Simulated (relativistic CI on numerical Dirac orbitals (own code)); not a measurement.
Method of calculation: Dirac-Coulomb-Breit CI, orbitals from a KLI potential per configuration, QED by a radiative potential, unscaled Slater integrals (own radial code, finite nucleus).

CI space (outside the closed core [Ne]): 3s2 3p3, 3s 3p4, 3s2 3p2 3d, 3p5, 3s 3p3 3d, 3p4 3d, 3s 3p2 3d2, 3s2 3p 3d 4p, 3p4 4s, 3s 3p2 3d 4s, 3s2 3p2 4s, 3p4 4p, 3s2 3p2 4p, 3p3 3d 4p, 3s2 3p2 4d, 3s 3p3 4s, 3s2 3p2 4f, 3s 3p3 4p, 3s 3p3 4d, 3s 3p3 4f, 3s2 3p2 5s, 3s2 3p2 5p, 3s2 3p 4s 4p, 3s2 3p2 5d, 3s2 3p2 5f, 3s2 3p2 5g, 3s 3p2 4s2, 3s 3p3 5s, 3s2 3p 3d2, 3s2 3d3, 3s 3p 3d3, 3s2 3d2 4s, 3s2 3d2 4p, 3s2 3d2 4d, 3p3 3d2, 3p2 3d3, 3p2 3d2 4s, 3p2 3d2 4p, 3p2 3d2 4d, 3s2 3p 3d 4s, 3s 3p 3d2 4s, 3s2 3d 4s2, 3s2 3d 4s 4p, 3s2 3d 4s 4d, 3s 3p2 3d 4p, 3s 3p 3d2 4p, 3s 3p 3d 4s 4p, 3s 3p 3d 4p2, 3s 3p 3d 4p 4d, 3p3 3d 4s, 3p2 3d 4s2, 3p2 3d 4s 4p, 3p2 3d 4s 4d, 3s2 3p 4s2, 3s 3p 3d 4s2, 3s2 4s2 4p, 3s2 4s2 4d, 3s2 3p 4p2, 3s2 3d 4p2, 3s2 4s 4p2, 3s2 4p3, 3s2 4p2 4d, 3s 3p2 4s 4p, 3s 3p 4s2 4p, 3s 3p 4s 4p2, 3s 3p 4s 4p 4d. Double excitations out of closed p, d and f shells are left out; levels of such configurations are missing from the list, as are those of other unlisted configurations, and high levels can miss mixing partners. These lack a partner that the ground configuration has and come out too high: 3s2 3p2 4f, 3s 3p3 4d, 3s 3p3 4f, 3s2 3p2 5s, 3s2 3p2 5p.

At this charge energies of transitions that change n are usually good to better than 1 %, and those within a shell (Δn = 0) to a few per cent.

Outline of the computed level scheme of Tb LI. Lowest level of each configuration: 3s2 3p3 2P°_3/2 at 0.000 eV; 3s2 3p2 3d 2D_3/2 at 194.442 eV; 3s 3p4 4P_5/2 at 322.692 eV; 3s 3p3 3d 4D°_5/2 at 512.071 eV; 3s2 3p 3d2 4G°_5/2 at 578.774 eV.

Some strong electric-dipole decays among the lowest 45 levels: 3s2 3p2 3d 2D_3/2 → 3s2 3p3 2P°_3/2 (2.4e+12 s⁻¹); 3s2 3p2 3d 2P_1/2 → 3s2 3p3 2P°_3/2 (1.7e+12 s⁻¹); 3s2 3p2 3d 2D_5/2 → 3s2 3p3 2P°_3/2 (1.3e+12 s⁻¹); 3s2 3p2 3d 2D_3/2 → 3s2 3p3 4S°_3/2 (1.1e+12 s⁻¹); 3s2 3p2 3d 2F_7/2 → 3s2 3p3 2D°_5/2 (9.4e+11 s⁻¹); 3s2 3p2 3d 2D_5/2 → 3s2 3p3 2D°_5/2 (8.8e+11 s⁻¹); 3s 3p4 2P_3/2 → 3s2 3p3 2D°_5/2 (8.3e+11 s⁻¹); 3s2 3p 3d2 4G°_5/2 → 3s2 3p2 3d 2D_3/2 (6.9e+11 s⁻¹).

LS names give the leading component of a level, which can be under half, so a name can repeat, a term be missing and a line seem to break the LS rules.
